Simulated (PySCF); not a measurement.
## Computed properties of PGME (C4H10O2), SMILES COCC(C)O

C₄H₁₀O₂, SMILES COCC(C)O. The structure is a stationary point at PBE0-D3(BJ)/def2-SVP. Other conformers were not sampled. All values are computed for the isolated molecule unless a solvent is named; none is compared with measurement here.

**Structure.** All 42 harmonic modes at PBE0-D3(BJ)/def2-SVP (PySCF) are real, so it is a minimum. With heavy atoms numbered as in [CH3:1][O:2][CH2:3][CH:4]([CH3:5])[OH:6], the shortest bond between them is C1–O2 at 1.394 Å and the longest C3–C4 at 1.518 Å.

**Vibrations.** The strongest infrared lines (harmonic, unscaled, degenerate partners summed) lie at 1253 cm⁻¹ (167 km/mol, O 44 %, C 38 %, H 18 %), 3040 cm⁻¹ (78 km/mol, H 90 %, C 10 %), 493 cm⁻¹ (72 km/mol, H 52 %, C 33 %, O 15 %). The softest mode is at 91 cm⁻¹ and the zero-point energy is 89.4 kcal/mol.

**Electronic structure.** r2SCAN/def2-TZVP (PySCF) places the frontier levels at -6.35 and 1.03 eV, a gap of 7.38 eV, and gives a dipole moment of 2.21 D and a mean polarisability of 60.7 bohr³. PBE/def2-TZVP (PySCF) at the same geometry gives -6.01 and 0.36 eV, so its gap is 1.01 eV narrower. An orbital gap is neither the optical nor the fundamental gap.

**Excitations.** TDA-B3LYP/def2-SVPD (PySCF) has S1 at 6.97 eV (178 nm, f = 0.021, weak); the most intense of the 6 singlets computed lies at 7.73 eV (f = 0.03). T1 (TDA) is at 6.81 eV, 0.16 eV under S1. TDA-PBE/def2-SVPD (PySCF) puts S1 at 6.16 eV. No vertical singlet excitation falls in the visible range (under 3.1 eV).

**NMR.** GIAO shifts at PBE0/pcSseg-1 (PySCF) (non-relativistic, atoms alike by connectivity averaged): ¹³C from 21.1 to 82.8 ppm against TMS; ¹H from 1.3 to 4.0 ppm against TMS.

**Solvation.** SMD-M06-2X/6-31G* (PySCF) gives -4.3 kcal/mol in water, -4.3 kcal/mol in chlorobenzene, -4.4 kcal/mol in ethylethanoate (1 M in both phases, gas-phase geometry); of these solvents ethylethanoate holds the molecule best.
